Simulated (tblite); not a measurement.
C₆H₇B.
Numbering: `[BH2:1][c:2]1[cH:3][cH:4][cH:5][cH:6][cH:7]1` (hydrogens: H8, H9 on B1; H10 on C3; H11 on C4; H12 on C5; H13 on C6; H14 on C7)

Computed with GFN2-xTB (tblite), gas phase: L-BFGS steps from a force-field or distance-geometry start until the largest atomic force falls under 0.01 eV/Å.

Step 1: E = -479.2871 eV
```
atom  x, y, z in Å  |  force x, y, z in eV/Å
B1      2.4311   -0.0137    0.0640   -0.010   0.005   0.012
C2      0.8777   -0.0082    0.0185   -0.192   0.217  -0.087
C3      0.1604    1.0496   -0.6029    0.672  -0.521   0.282
C4     -1.2136    1.0470   -0.6390   -0.560   0.305  -0.145
C5     -1.9346    0.0153   -0.0541   -0.001  -0.408   0.154
C6     -1.2601   -1.0413    0.5659   -0.395   0.240  -0.073
C7      0.1186   -1.0470    0.6023    0.436   0.119  -0.085
H8      3.0481    0.8689   -0.4204   -0.167  -0.188   0.095
H9      3.0102   -0.8981    0.5901   -0.156   0.183  -0.117
H10     0.7186    1.8659   -1.0563   -0.133  -0.208   0.107
H11    -1.7502    1.8690   -1.1260    0.208  -0.328   0.196
H12    -3.0250    0.0117   -0.0836    0.340   0.048   0.000
H13    -1.8277   -1.8484    1.0292    0.153   0.224  -0.150
H14     0.6458   -1.8713    1.0902   -0.197   0.312  -0.188
```

Step 2: E = -479.3044 eV
```
atom  x, y, z in Å  |  force x, y, z in eV/Å
B1      2.4305   -0.0135    0.0641   -0.029   0.004   0.011
C2      0.8777   -0.0066    0.0181   -0.051   0.041   0.006
C3      0.1654    1.0441   -0.6001    0.068  -0.219   0.105
C4     -1.2190    1.0489   -0.6397    0.019  -0.012   0.038
C5     -1.9338    0.0115   -0.0530   -0.061  -0.073  -0.019
C6     -1.2635   -1.0384    0.5651    0.074   0.072   0.013
C7      0.1220   -1.0454    0.6012    0.048   0.159  -0.105
H8      3.0459    0.8664   -0.4191   -0.128  -0.130   0.064
H9      3.0082   -0.8957    0.5886   -0.126   0.130  -0.085
H10     0.7174    1.8635   -1.0551   -0.104  -0.206   0.107
H11    -1.7480    1.8655   -1.1239    0.089  -0.154   0.093
H12    -3.0209    0.0122   -0.0836    0.220   0.025   0.006
H13    -1.8259   -1.8457    1.0274    0.102   0.158  -0.109
H14     0.6435   -1.8674    1.0878   -0.121   0.205  -0.125
```

**Question.** Estimate the geometry and energy of step 3. (The exact step hangs on the optimiser's Hessian estimate; all steps are aligned on step 2, rigid shifts and turns removed.)

**Answer.** E = -479.3133 eV, largest force 0.254 eV/Å
```
atom  x, y, z in Å  |  force x, y, z in eV/Å
B1      2.4292   -0.0132    0.0643   -0.075   0.002   0.008
C2      0.8783   -0.0058    0.0186    0.040  -0.027   0.030
C3      0.1665    1.0378   -0.5971   -0.119   0.030  -0.025
C4     -1.2198    1.0481   -0.6383    0.166  -0.161   0.104
C5     -1.9342    0.0092   -0.0534    0.081   0.061  -0.057
C6     -1.2624   -1.0356    0.5651    0.139   0.052  -0.007
C7      0.1230   -1.0414    0.5984   -0.064   0.076  -0.041
H8      3.0423    0.8625   -0.4171   -0.067  -0.036   0.013
H9      3.0046   -0.8919    0.5861   -0.071   0.038  -0.030
H10     0.7148    1.8582   -1.0524   -0.073  -0.172   0.088
H11    -1.7454    1.8611   -1.1213    0.028  -0.039   0.027
H12    -3.0147    0.0130   -0.0834    0.003   0.008   0.004
H13    -1.8230   -1.8412    1.0243    0.058   0.066  -0.051
H14     0.6400   -1.8613    1.0841   -0.048   0.101  -0.063
```

The energy changes by -0.0089 eV. The first-order estimate −F·Δx gives -0.0132 eV and the mean of the old and new forces, exact on a quadratic surface, -0.0089 eV. The step makes an angle of 10° with the force vector and moves no atom by more than 0.008 Å.

The cost below is that of the whole relaxation. Hardware: one thread, Arm Neoverse N1 (aarch64), shared host with 64 logical CPUs at a one-minute load of 57. Cost: 0.1 s of wall time.
